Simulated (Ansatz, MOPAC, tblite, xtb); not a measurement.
## How methods differ on BNH2Cl2 (SMILES NB(Cl)Cl)

The species is BNH2Cl2 (6 atoms), meant as a singlet with charge 0. As SMILES, `NB(Cl)Cl`. The shape is that of a PBE0-D4/def2-TZVP optimisation.

Each level gives the dipole moment (D). The values are calculated.

```csv
level,kind,program,value (D),CPU time
PM3,semi-empirical,MOPAC,3.53,under 2 s
GFN1-xTB,semi-empirical,tblite,3.72,under 2 s
GFN0-xTB,semi-empirical,xtb,3.10,under 2 s
IPEA1-xTB,semi-empirical,tblite,4.53,under 2 s
HF/STO-3G,Hartree–Fock,Ansatz,3.69,0.64 s
HF/3-21G,Hartree–Fock,Ansatz,3.93,1.1 s
HF/def2-SVP,Hartree–Fock,Ansatz,2.95,2.7 s
PBE/aug-cc-pVDZ,GGA,Ansatz,2.79,15 s
B3LYP/6-31G* (spherical functions),global hybrid,Ansatz,3.17,8 s
B3LYP/6-31G* (Cartesian functions),global hybrid,Ansatz,3.16,9 s
```

The values span 2.79 to 4.53 D. Sets without polarisation functions give poor dipoles. Without the sets that lack polarisation functions the rows with a basis span only 2.79 to 3.17 D. Times are those of the runs behind each value, whatever else they computed, on shared processors of several kinds: orders of magnitude only.
